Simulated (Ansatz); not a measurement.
Molecule: 1,1-difluoropropylsilane, C3H8F2Si, net charge 0, singlet state. SMILES: CCC(F)(F)[SiH3]
Structure (B3LYP-D3(BJ)/def2-TZVP (Ansatz, a first-principles code) minimum search):
```xyz
14

C      2.3279    -0.2581     0.7937
C      0.8358    -0.5585     0.9227
C     -0.0115     0.1035    -0.1439
F      0.4380    -0.2974    -1.3962
F      0.1928     1.4774    -0.0998
Si    -1.9084    -0.2166    -0.0645
H      2.7148    -0.6050    -0.1639
H      2.8811    -0.7613     1.5872
H      2.5190     0.8117     0.8710
H      0.4594    -0.2254     1.8934
H      0.6541    -1.6348     0.8639
H     -2.5514     0.5082    -1.1784
H     -2.1407    -1.6730    -0.1806
H     -2.4093     0.2709     1.2393
```

Wanted: atomisation energy (electronic, to ground-state atoms), in kJ/mol. Valence correlation only, unless marked. Open shells are spin-unrestricted. No spin-orbit coupling. Non-relativistic. The coupled-cluster limit lacks core correlation, which all-electron functionals hold. CBS marks a two-point X^-3 extrapolation of the correlation energy; Hartree-Fock from the larger set. [CCSD(T)-MP2]/basis is that difference in the basis named.

```csv
level,program,atomisation energy (kJ/mol)
HF/aug-cc-pV(Q+d)Z,Ansatz,3834.9
PBE-D4/def2-TZVPD,Ansatz + dftd4,5253.6
r2SCAN-D4/def2-TZVPD,Ansatz + dftd4,5176.2
PBE0/def2-SVP,Ansatz,5197.9
PBE0-D3(BJ)/def2-TZVPD,Ansatz + dftd3,5168.9
HSE06-D3(BJ)/def2-TZVPD,Ansatz + dftd3,5168.2
CAM-B3LYP/def2-TZVPD,Ansatz,5170.4
B2PLYP-D3(BJ)/def2-TZVPD,Ansatz + dftd3,5113.7
MP2/cc-pV(D+d)Z,Ansatz,4844.5
"RI-MP2/CBS(cc-pV(T+d)Z,cc-pV(Q+d)Z)",Ansatz,5238.9
CCSD/aug-cc-pV(T+d)Z,Ansatz,5003.4
CCSD(T)/6-31G,Ansatz,4335.3
"RI-MP2/CBS(aug-cc-pV(T+d)Z,aug-cc-pV(Q+d)Z)+[CCSD(T)-MP2]/aug-cc-pV(D+d)Z",Ansatz,5168.6
"RI-MP2/CBS(cc-pV(T+d)Z,cc-pV(Q+d)Z)+[CCSD(T)-MP2]/cc-pV(Q+d)Z",Ansatz,5168.9
"CCSD(T)/CBS(cc-pV(T+d)Z,cc-pV(Q+d)Z)",Ansatz,5167.2
```
